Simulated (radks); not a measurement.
Values are calculated unless marked as measured or tabulated.
Species: the holmium ion Ho2+. Configuration: [Xe] 4f11. Level of theory: scalar-relativistic Kohn-Sham, BLYP, spin-polarised, spherical densities, finite nucleus; open shells are filled with parallel spins first (spin-orbit coupling, left out, can overturn this in heavy ions); Fermi nuclear charge, rms radius 5.2022 fm (a radial shooting solver on a logarithmic mesh with Libxc functionals).

Normalised radial functions P(r) = r R(r), r in bohr:

r	5s down	5p down	4f down
0.001309	0.0584	0.0017	0.0000
0.001499	0.0648	0.0022	0.0000
0.001732	0.0722	0.0027	0.0000
0.001984	0.0798	0.0035	0.0000
0.002291	0.0883	0.0044	0.0000
0.002625	0.0969	0.0056	0.0000
0.003031	0.1064	0.0071	0.0000
0.003473	0.1156	0.0089	0.0000
0.004011	0.1255	0.0113	0.0000
0.004595	0.1347	0.0142	0.0000
0.005265	0.1434	0.0178	0.0000
0.00608	0.1517	0.0225	0.0000
0.006966	0.1580	0.0280	0.0000
0.008045	0.1623	0.0352	0.0000
0.009217	0.1635	0.0435	0.0000
0.01064	0.1606	0.0540	0.0000
0.01219	0.1530	0.0659	0.0001
0.01408	0.1386	0.0807	0.0001
0.01614	0.1181	0.0967	0.0002
0.01863	0.0883	0.1158	0.0004
0.02135	0.0522	0.1355	0.0006
0.02466	0.0057	0.1573	0.0011
0.02825	-0.0446	0.1776	0.0017
0.03236	-0.0988	0.1959	0.0028
0.03738	-0.1562	0.2106	0.0046
0.04282	-0.2049	0.2170	0.0072
0.04945	-0.2431	0.2121	0.0116
0.05666	-0.2587	0.1930	0.0179
0.06543	-0.2455	0.1540	0.0280
0.07497	-0.1993	0.0981	0.0420
0.08658	-0.1135	0.0197	0.0635
0.09919	-0.0027	-0.0674	0.0923
0.1146	0.1317	-0.1635	0.1342
0.1312	0.2533	-0.2440	0.1871
0.1504	0.3431	-0.2979	0.2549
0.1736	0.3743	-0.3081	0.3444
0.1989	0.3231	-0.2610	0.4451
0.2298	0.1792	-0.1483	0.5661
0.2632	-0.0226	0.0062	0.6882
0.304	-0.2605	0.1917	0.8169
0.3483	-0.4499	0.3492	0.9273
0.4022	-0.5498	0.4524	1.0207
0.4608	-0.5087	0.4567	1.0762
0.5322	-0.3148	0.3477	1.0936
0.6097	-0.0212	0.1490	1.0707
0.7042	0.3412	-0.1267	1.0099
0.8068	0.6615	-0.4026	0.9261
0.9243	0.9016	-0.6479	0.8258
1.067	1.0302	-0.8351	0.7111
1.223	1.0270	-0.9224	0.6024
1.412	0.9142	-0.9176	0.4928
1.618	0.7428	-0.8355	0.3982
1.869	0.5392	-0.6937	0.3101
2.141	0.3616	-0.5372	0.2390
2.473	0.2125	-0.3755	0.1764
2.833	0.1152	-0.2453	0.1285
3.272	0.0528	-0.1411	0.0882
3.748	0.0220	-0.0750	0.0588
4.329	0.0073	-0.0334	0.0356
4.959	0.0021	-0.0135	0.0205

5s down: eigenvalue -63.845 eV, 4 radial nodes at r = 0.0251, 0.0995, 0.260, 0.615 bohr, <r> = 1.28 bohr, 90 % of the charge inside 1.85 bohr. 5p down: eigenvalue -39.457 eV, 3 radial nodes at r = 0.0894, 0.262, 0.661 bohr, <r> = 1.52 bohr, 90 % of the charge inside 2.24 bohr. 4f down: eigenvalue -15.936 eV, 0 radial nodes, <r> = 0.861 bohr, 90 % of the charge inside 1.52 bohr.
